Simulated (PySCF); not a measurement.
# Telling isomers of C7H6F4O apart by NMR

Method: structure optimised with GFN2-xTB, shieldings: GIAO PBE0/pcSseg-1, in PySCF 2.14.0 with density-fitted response routines (gas phase, single conformer, equivalent nuclei averaged, non-relativistic).

Chemical shifts δ = σref − σ; TMS for 1H and 13C, all at this level. Splittings of carbon signals by F and P are missing where no couplings were computed. Where no couplings were computed, multiplicities follow the n + 1 count of equivalent neighbours, and m marks all less simple cases (inequivalent or close neighbours, rings, F or P nearby). Shifts are as computed. Against solution values, carbons near 30 ppm lie about +3 ppm off and those near 130 ppm about +5 ppm. Of 1211 compounds with measured shifts, 218 miss one by over three times the rms of a fit or turn the order of signals round; such compounds aren't used in these exercises.

(1) Tabulate the signals of `C=C[C@@]1(C(F)(F)F)C[C@H]1C(=O)F`, `C=C/C(C)=C(\C(=O)F)C(F)(F)F` and their relative energies.

(2) What is the quickest way to tell C=C[C@@]1(C(F)(F)F)C[C@H]1C(=O)F from C=C/C(C)=C(\C(=O)F)C(F)(F)F?

Answers

(1) 
```json
{"SMILES": "C=C[C@@]1(C(F)(F)F)C[C@H]1C(=O)F", "carbon types": "3×C 2×CH 2×CH2", "δC": "171.3, 135.6, 134.2, 128.3, 40.0, 25.3, 24.5", "δH": "6.20 (m, 1H), 6.18 (m, 1H), 5.93 (m, 1H), 2.42 (m, 1H), 1.92 (m, 1H), 1.51 (m, 1H)", "E rel. (kcal/mol)": "0.0"}
{"SMILES": "C=C/C(C)=C(\\C(=O)F)C(F)(F)F", "carbon types": "4×C 1×CH 1×CH2 1×CH3", "δC": "177.3, 162.2, 148.9, 134.7, 132.2, 120.9, 23.5", "δH": "7.94 (m, 1H), 6.25 (m, 1H), 6.20 (m, 1H), 2.66 (s, 3H)", "E rel. (kcal/mol)": "2.6"}
```

Energies are electronic energies at PBE0/pcSseg-1 on these geometries, without zero-point or thermal terms, each for the one conformer computed, which needn't be the lowest.

(2) Both give the same number of carbon signals, but DEPT or the intensities differ. The first has a three-membered-ring carbon (C) at 40.0 ppm, the second an allylic methyl carbon (CH3) at 23.5 ppm. Their most deshielded carbons lie at 171.3 and 177.3 ppm. In the proton spectra the most deshielded non-exchanging signals are 6.20 (m, 1H) and 7.94 (m, 1H).
